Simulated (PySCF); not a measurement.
Work out the structure from these simulated measurements.

Elements present: C, H and Si. Monoisotopic mass: 144.0247 u.

* UV, strongest line: among the 8 lowest singlet transitions: S2 at 6.26 eV (198 nm, f = 0.407) [TDDFT CAM-B3LYP/def2-SVPD]
* 13C NMR: chemical shifts (computed TMS as zero) by class: 172.9 (1 C), 164.3 (1 C), 143.6 (1 C), 140.5 (1 C) ppm [GIAO PBE0/pcSseg-1]
* Triplet: lowest triplet excitation (Tamm–Dancoff): 3.90 eV [TDA CAM-B3LYP/def2-SVPD]
* NMR, other nuclei: isotropic shieldings of nuclei other than C and H, by class: 382 (1 Si), 434 (1 Si), 436 (1 Si) ppm [GIAO PBE0/pcSseg-1]
* Polarisability: 128.8 au [CAM-B3LYP/def2-SVPD]
* Rotational structure: rotational constants A, B, C: 2.088, 0.769, 0.692 GHz [GFN2-xTB]

Electronic properties: PySCF, gas phase, density fitting. Levels stand in brackets. Geometry: GFN2-xTB, one conformer, isolated molecule. GFN2-xTB frequencies show an imaginary mode (27i cm⁻¹), so this geometry is no minimum at that level. NMR classes are plain means over equivalent atoms (diastereotopic ones count apart unless rotation or inversion swaps them), as if these changed places fast.

Question: Which formula fits the mass and the elements?

Answer: C4H12Si3 (calculated 144.0247). No other formula that holds each of these elements comes within 0.0003 u with a fitting electron parity and a possible valence count.

Question: What is the compound? Reason from the data.

Answer: Numbering: `[CH2:1]=[CH:2][SiH2:3]/[C:4]([SiH3:5])=[CH:6]/[SiH3:7]`. Its formula, C4H12Si3, gives 2 degrees of unsaturation: 0 rings and 2 π bonds in the structure found. 4 carbons fall into 4 classes; from least to most shielded: alkene CH carbon [C6] (172.9 ppm), fully substituted alkene carbon [C4] (164.3 ppm), terminal =CH2 carbon [C1] (143.6 ppm), alkene CH carbon [C2] (140.5 ppm). The other shieldings belong to: 382 ppm, SiH2 silicon [Si3]; 434 ppm, SiH3 silicon [Si5]; 436 ppm, SiH3 silicon [Si7]. The optimised geometry has point group C1 and is an asymmetric top. Structure: `[SiH2](C=C)/C([SiH3])=C/[SiH3]`. Computed isomers that give other values at the same levels: `C#C[SiH2][SiH2][C@@H](C)[SiH3]` (13C chemical shifts (computed TMS as zero) by class: 106.9 (1 C), 85.4 (1 C), 17.8 (1 C), -0.5 (1 C) ppm); `[SiH3]C#C[SiH2]CC[SiH3]` (13C chemical shifts (computed TMS as zero) by class: 118.4 (1 C), 114.0 (1 C), 10.8 (1 C), 5.7 (1 C) ppm); `C[C@H]([SiH3])[SiH2]C#C[SiH3]` (13C chemical shifts (computed TMS as zero) by class: 119.0 (1 C), 114.6 (1 C), 14.3 (1 C), 1.9 (1 C) ppm). The assignments are read from this structure; whether some other isomer fits the data as well wasn't checked.

Shape of the structure used: `[CH2:1]=[CH:2][SiH2:3]/[C:4]([SiH3:5])=[CH:6]/[SiH3:7]`: C1–C2–Si3–C4 -5°, C2–Si3–C4–Si5 -66°.
